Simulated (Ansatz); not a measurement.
[InClH3]- (InH₃Cl⁻), relaxed as a singlet with RKS PBE0-D4/def2-TZVPD in Ansatz, starting from the GFN2-xTB geometry. Force threshold 0.02 eV/Å.

In the def2 sets In takes a core potential; there is no spin–orbit coupling.

Start:

```csv
atom,x (Å),y (Å),z (Å)
In1,-0.1275,0.0318,-0.1167
Cl2,1.5749,-0.4066,1.4270
H3,-0.0842,1.6997,-0.4257
H4,-1.5832,-0.4383,0.6155
H5,0.2200,-0.8866,-1.5001
```

Question: Estimate the energy that the relaxation releases and the steps that it takes.

Answer: 19.5 kJ/mol, in 4 steps; 4.3 s on 4 threads of Intel Xeon Platinum 8259CL on a shared host. No frequencies were taken in this run, so the end may be a saddle point.

Question: Does the start keep its bonding and symmetry?

Answer: By distances, no bond broke or formed. The bond that changes most is In1–Cl2, from 2.34 to 2.50 Å (atoms count from 1). Point group C3v at the start, C3v at the end, both within 0.05 Å.

Question: Predict the relaxed structure.

Answer: 
| atom | x (Å) | y (Å) | z (Å) |
| --- | --- | --- | --- |
| In1 | -0.169 | 0.044 | -0.153 |
| Cl2 | 1.647 | -0.426 | 1.493 |
| H3 | -0.073 | 1.782 | -0.437 |
| H4 | -1.649 | -0.466 | 0.660 |
| H5 | 0.245 | -0.933 | -1.562 |
Bond lengths: 1 × Cl–In 2.50 Å; 3 × H–In 1.76 Å.
